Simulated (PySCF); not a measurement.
CHO₂, SMILES C(=O)[O] (connectivity only; charge and spin as stated), charge -1, multiplicity 1. Atoms are numbered in the order given.

```xyz
4

O      0.0000     1.1349     0.2092
C      0.0000     0.0000    -0.3157
O      0.0000    -1.1349     0.2092
H      0.0000     0.0000    -1.4521
```
Charge -1, spin multiplicity 1.

Coordinates come from a B3LYP-D3(BJ)/def2-TZVPD optimisation. The spin state was assumed, not searched. The isomer is the one that the SMILES or the coordinates give; other isomers of the formula were not compared.

Two levels are set side by side: PBE/pcSseg-2 (PySCF) and KT2/pcSseg-2 (PySCF). GIAO shifts against H2O (¹⁷O), TMS (¹H), TMS (¹³C) at the same level; non-relativistic, no solvent, atoms listed together averaged. Differences are taken from unrounded values.

```
quantity                  KT2    PBE  PBE minus KT2
----------------------  -----  -----  -------------
δ(¹⁷O) of O1, O3 (ppm)  356.4  376.7           20.3
δ(¹³C) of C2 (ppm)      160.5  167.6            7.1
δ(¹H) of H4 (ppm)       10.11  10.36           0.25
```

Rough cost on one machine, each run with all the roots and properties that it gave: KT2 against PBE within a factor of 2.
